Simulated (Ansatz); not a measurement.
C3H8Mg, SMILES `C[CH2][Mg][CH3]` at its PBE0-D4/def2-TZVP geometry, where that method's forces vanish. Total charge 0; spin multiplicity 1.

```xyz
12

C    -0.7929   -0.3869    2.0390
C     0.2485    0.4732    1.3181
Mg    0.3812    0.2258   -0.7669
C     0.5063   -0.0286   -2.8367
H    -0.6097   -1.4572    1.8997
H    -0.8121   -0.2124    3.1220
H    -1.8075   -0.1950    1.6751
H     0.0537    1.5337    1.5261
H     1.2405    0.2835    1.7492
H    -0.4834   -0.0643   -3.3046
H     1.0187   -0.9591   -3.1036
H     1.0567    0.7873   -3.3174
```

(1) What forces (eV/Å) does PBE-D4/def2-TZVPP give on these atoms in Ansatz 0.2.0? (Best estimate.)

Results:

(1) Ansatz gave: 
```
C1  -0.003 -0.009 -0.032
C2   0.005 -0.004 -0.051
Mg3  0.006  0.004 -0.013
C4  -0.006  0.007  0.070
H5   0.024 -0.207 -0.020
H6  -0.008  0.032  0.223
H7  -0.199  0.027 -0.062
H8  -0.025  0.202  0.020
H9   0.193 -0.028  0.061
H10 -0.184 -0.006 -0.078
H11  0.094 -0.172 -0.040
H12  0.102  0.153 -0.078
```
